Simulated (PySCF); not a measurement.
# Solvent effects on NMR parameters

Geometry (Å), atoms numbered from 1 in this order:
```xyz
21

C    -1.5673    0.0336    1.6729
C    -1.0554    0.4028    0.2990
C    -2.1555    0.4427   -0.7488
F    -3.1180    1.3507   -0.3857
O    -0.1220   -0.5692   -0.1418
C     1.1204   -0.1355   -0.5714
C     1.9428    0.5121    0.5277
C     1.7988   -1.3241   -1.2109
F     0.9314    0.8302   -1.5581
H    -1.9615   -0.9944    1.6648
H    -2.3742    0.7175    1.9715
H    -0.7612    0.0875    2.4189
H    -0.5923    1.4035    0.3268
H    -1.7248    0.7330   -1.7201
H    -2.6164   -0.5560   -0.8437
H     2.1307   -0.2130    1.3314
H     2.9047    0.8562    0.1240
H     1.4220    1.3821    0.9507
H     1.1595   -1.7059   -2.0180
H     2.7727   -1.0307   -1.6251
H     1.9428   -2.1210   -0.4691
```

GIAO PBE0/pcSseg-1 in PySCF on one PBE0-D3(BJ)/def2-SVP conformer, non-relativistic, equivalent nuclei averaged. Solvents enter as an IEF-PCM continuum (tetrahydrofuran with ε = 7.4, methanol with ε = 32.6) around the gas-phase geometry. Shifts are referred to TMS, CFCl3 computed in the same medium.

Gas phase, δ in ppm: C6 113.6, C3 86.6, C2 66.7, C8 29.1, C7 23.1, C1 19.5, F9 -127.8, F4 -247.8, H14 4.54, H15 3.86, H13 3.79, H16/H17/H18 1.39, H19/H20/H21 1.38, H10/H11/H12 1.19. Dipole moment 2.44 D.

Problem. How does each δ change in the continuum?

Solution. 
```
      atoms                                     environment  Δδ, tetrahydrofuran  Δδ, methanol
         C6  fully substituted sp3 carbon bonded to F and O                 +2.0          +2.4
         C3                             sp3 CH2 bonded to F                 +1.2          +1.5
         C2                              sp3 CH bonded to O                 +0.6          +0.7
         C8                                   methyl carbon                 +0.3          +0.4
         C7                                   methyl carbon                 +0.4          +0.5
         C1                                   methyl carbon                 +0.3          +0.3
         F9                       fluorine on an sp3 carbon                 -1.7          -1.9
         F4                       fluorine on an sp3 carbon                 -2.2          -2.4
        H14              hydrogen on an sp3 CH2 bonded to F                +0.01         +0.01
        H15              hydrogen on an sp3 CH2 bonded to F                +0.12         +0.14
        H13               hydrogen on an sp3 CH bonded to O                +0.14         +0.17
H16/H17/H18                     hydrogen on a methyl carbon                +0.11         +0.13
H19/H20/H21                     hydrogen on a methyl carbon                +0.06         +0.07
H10/H11/H12                     hydrogen on a methyl carbon                +0.03         +0.03
```

Changes are relative to the gas phase. The dipole moment becomes 2.87 D in tetrahydrofuran, 2.95 D in methanol.

Problem. Which nuclei move most (in ppm), and what does the model miss?

Solution. C6 (fully substituted sp3 carbon bonded to F and O, +2.4 ppm) and F4 (fluorine on an sp3 carbon, -2.4 ppm) in methanol. A continuum only polarises the solute; specific hydrogen bonds, the anisotropy of aromatic solvents and changes of geometry or conformer are outside it.
